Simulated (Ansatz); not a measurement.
Reaction (redistribution): `[O]=[W]([F])(=[S])[Cl]` + `[CH3][Ge]([CH3])([F])[Cl]` → `[CH3][W](=[O])(=[S])[Cl]` + `[CH3][Ge]([F])([F])[Cl]`

Gas-phase electronic energies from Ansatz, PBE0-D4/def2-TZVP geometries. CCSD(T)/CBS adds triple-zeta CCSD(T) − MP2 to the extrapolated MP2 energy (def2 sets, frozen cores). Functionals use def2-TZVPP. def2 core potentials past Kr. For Ge, W outer-core shells are correlated without core-valence functions, which leaves a few kJ/mol of doubt a bond. Scalar relativity is left out up to krypton.

(1) Is it downhill or uphill in electronic energy at CCSD(T)/CBS, and by how much? (An estimate is asked.)

(2) What do these levels give: PBE0-D4, ωB97X-V, r2SCAN, HF/def2-TZVPP, MP2/def2-QZVPP, SCS-MP2/def2-QZVPP? (Estimate.)

Largest T1 diagnostic among the species: 0.023, so the coupled-cluster value is less sure than usual.

Results:

(1) Ansatz gave: Uphill: ΔE = +46.8 kJ/mol.

(2) The calculation gave: PBE0-D4 53.7, ωB97X-V 54.8, r2SCAN 57.5, HF/def2-TZVPP 40.1, MP2/def2-QZVPP 44.9, SCS-MP2/def2-QZVPP 44.4 kJ/mol.

From PBE to PBE0 (25 % exact exchange), in def2-TZVPP and without D4, ΔE moves by −6.0 kJ/mol. In def2-TZVPP, CCSD(T) changes the Hartree–Fock value by +4.5 kJ/mol (the triples alone add +2.4 kJ/mol) and MP2 by +4.1 kJ/mol.
